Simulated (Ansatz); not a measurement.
Input file for Ansatz (a quantum-chemistry and plane-wave program): R-RI-MP2/aug-cc-pV(T+d)Z on CH9NSi (a complex), monomers drawn apart or pushed together. Files ending in .json are basis or fitting sets from the Basis Set Exchange.

Ansatz 0.2 input:
```yaml
crystal:
  periodic: [false, false, false]
  atoms:
    - {symbol: N, position_ang: [0.90593369, -0.37906247, 0.20636349]}
    - {symbol: Si, position_ang: [-0.65187875, 0.32617678, -0.00569598]}
    - {symbol: H, position_ang: [1.67970761, -0.06614599, -0.35850819]}
    - {symbol: H, position_ang: [1.21718695, -0.64689002, 1.12679644]}
    - {symbol: H, position_ang: [-0.84033118, 1.67411415, 0.59908351]}
    - {symbol: H, position_ang: [-0.88567940, 0.45438891, -1.46268560]}
    - {symbol: H, position_ang: [-1.66176559, -0.56852935, 0.60476032]}
    - {symbol: C, position_ang: [0.41569157, -0.22151563, 6.00060283]}
    - {symbol: H, position_ang: [1.46585394, -0.51234137, 6.01656443]}
    - {symbol: H, position_ang: [0.30727858, 0.72995549, 5.48214428]}
    - {symbol: H, position_ang: [-0.17095352, -0.98546566, 5.49159353]}
    - {symbol: H, position_ang: [0.05758061, -0.11862850, 7.02380941]}
basis:
  gaussian:
    orbitals: aug-cc-pV_T+d_Z.json
    fitting: {mean_field: def2-universal-JKFIT, correlation: aug-cc-pVTZ-RIFIT.json}
magnetization: {spin_polarized: false}
correlation: {method: mp2, electrons: outside_noble_gas}
scf: {lower_state_search: off}
```

The head of its log:

```
WARN ansatz: RAYON_NUM_THREADS=1 ignored (pool sized by the plan → 1); use --threads N
Functional definition: HF
these checks for a lower state are left out or cut short: stability, starts, cluster_reference, orbital_swaps, neighbouring_geometries, increment
integrals: 0.41 GiB planned
442 factors; integrals over basis functions are off by at most 1.1e0 eV
mean field: 0.68 GiB planned
mean field evaluation 1: about -10514.9280 eV, gradient 4.3e1 eV
mean field evaluation 2: about -10518.0534 eV, gradient 2.2e1 eV
mean field evaluation 4: about -10519.0662 eV, gradient 9.7e-1 eV
mean field -10519.06992355 eV, -386.5686896088 hartree, gradient 2.3e-6 eV, S^2 0.000000; 0 other end points of the search recorded, 0 dependent functions left out
7 core orbitals not correlated
773 factors; their error is unknown
reference -10519.06992355 eV, -386.5686896088 hartree; 11, 11 occupied and 336, 336 virtual orbitals, 773 factors
```

Question: What total energy does the run end on?

Answer: -387.1290 hartree.
